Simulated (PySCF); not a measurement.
CH5MoNO2S, multiplicity 1. Atoms are numbered in the order given.

```xyz
11

Mo     0.0668     0.3234     0.0742
O      1.5593     0.6228     0.8101
N      0.3102    -0.6151    -1.3632
C      1.1674    -1.3356    -2.2461
H      1.0598    -0.9594    -3.2783
H      2.2277    -1.2592    -1.9439
H      0.8797    -2.4017    -2.2483
O     -0.8417     1.9341    -0.3193
H     -1.2980     2.1249    -1.1497
S     -1.2191    -1.1728     1.3793
H     -1.0841    -0.4598     2.5266
```
Charge 0, spin multiplicity 1.

Coordinates come from a B3LYP-D3(BJ)/def2-SVP optimisation. The spin state was assumed, not searched. The def2 effective core potentials stand for the cores of Mo; spin–orbit coupling is left out. Other conformers were not sampled.

Calculation: TDA-ωB97X/def2-SVPD (PySCF).

Vertical excitations. The molecule is in vacuum.

Q: Give excitation energies, oscillator strengths and character. (Estimate from the structure and the level; the computed values follow.)

A: 
```
state  energy (eV)  λ (nm)      f                                                                   main pairs
-----  -----------  ------  -----  ---------------------------------------------------------------------------
S1            4.17     297  0.001                                                           HOMO−1→LUMO+1 86 %
S2            4.46     278  0.006                       HOMO−1→LUMO 61 %, HOMO−2→LUMO+1 11 %, HOMO→LUMO+1 11 %
S3            4.59     270  0.032                                             HOMO→LUMO 54 %, HOMO−2→LUMO 26 %
S4            4.98     249  0.008                           HOMO→LUMO+1 52 %, HOMO−2→LUMO 24 %, HOMO→LUMO 10 %
S5            5.10     243  0.022         HOMO→LUMO+1 27 %, HOMO−2→LUMO 24 %, HOMO→LUMO 13 %, HOMO→LUMO+2 13 %
S6            5.31     233  0.003                                         HOMO→LUMO+2 58 %, HOMO−1→LUMO+2 23 %
S7            5.45     227  0.014                                         HOMO−1→LUMO+2 60 %, HOMO→LUMO+2 18 %
S8            5.71     217  0.017  HOMO−4→LUMO 27 %, HOMO−2→LUMO+1 20 %, HOMO−2→LUMO+2 15 %, HOMO−4→LUMO+1 8 %
S9            5.78     215  0.024    HOMO−4→LUMO 35 %, HOMO−2→LUMO+1 23 %, HOMO−3→LUMO 10 %, HOMO−1→LUMO+5 7 %
S10           5.87     211  0.009                         HOMO−3→LUMO 57 %, HOMO−4→LUMO 16 %, HOMO−2→LUMO 11 %
T1            3.60     344      0    HOMO−1→LUMO 31 %, HOMO−1→LUMO+1 19 %, HOMO−2→LUMO+1 17 %, HOMO→LUMO+1 9 %
T2            3.80     326      0                                       HOMO−1→LUMO+1 63 %, HOMO−2→LUMO+1 17 %
T3            3.94     314      0                                         HOMO−1→LUMO 58 %, HOMO−2→LUMO+1 14 %
T4            4.07     305      0                                                               HOMO→LUMO 80 %
```
Triplets are in the Tamm–Dancoff approximation.
